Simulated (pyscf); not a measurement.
This saddle point was located with ωB97X-D3(BJ)/def2-SVP in PySCF.

```xyz
7

In    -0.0096     0.3231    -0.4524
O      1.5180     1.3334     0.3461
H      2.2524     1.4380    -0.2715
C     -1.5928    -0.7579     0.4179
H     -0.5629    -1.2762    -1.1398
H     -1.5254    -1.4407     1.2788
H     -2.5169    -0.8494    -0.1686
```
Charge 0, spin multiplicity 2.

Surface: doublet, charge 0. Lowest wavenumbers (cm⁻¹): 1578i, 107, 173, 288, 539.

Q: What reaction is this the transition state of?

A: •H₂C–InH–OH <-> [H₃C–In–OH]•, a hydrogen shift read from left to right: H–In broken and C–H formed. At ωB97M-D3(BJ)/def2-TZVP it lies +172.7 kJ/mol from the left side and +321.5 kJ/mol from the right (each side as separated species at their lowest minima found). One saddle was located; it need not be the lowest between these sides. Elements past Kr carry the def2 core potentials, without spin-orbit coupling.
